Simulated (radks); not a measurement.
Task: These are the eigenvalues of the occupied orbitals of an atom or ion with whole-number occupations (Ry). All-electron calculation, scalar-relativistic Kohn-Sham, r2SCAN, spin-polarised, spherical densities, finite nucleus; meta-GGA in the generalised Kohn-Sham scheme; Fermi nuclear charge, rms radius of each element as measured or else 0.836 A^(1/3) + 0.57 fm. Program: a radial shooting solver on a logarithmic mesh with Libxc functionals.

orbital  eigenvalue
1s down   -1955.967
1s up     -1955.967
2s up     -293.7298
2s down   -293.7059
2p up     -263.6182
2p down   -263.6005
3s up     -57.33821
3s down   -57.33272
3p up     -47.38521
3p down   -47.37705
3d up     -31.84796
3d down   -31.83013
4s up     -10.64929
4s down   -10.57053
4p up      -7.70389
4p down    -7.62299
4d up      -3.43083
4d down    -3.35283

Which element is it, and in what charge state? The configuration may be excited. Open shells, if any, are filled with parallel spins first.

Result: Z = 48, cadmium, charge +3: Cd3+ in [Kr] 4d9. The list shows which subshells hold electrons but not how many an open one holds; the 1s level, -977.98 hartree, gives Z - s = 44.2 by -(Z - s)^2/2, which with screening and relativity narrows Z to a few neighbours, and the depths of the outer levels then fix element, charge and occupations together.
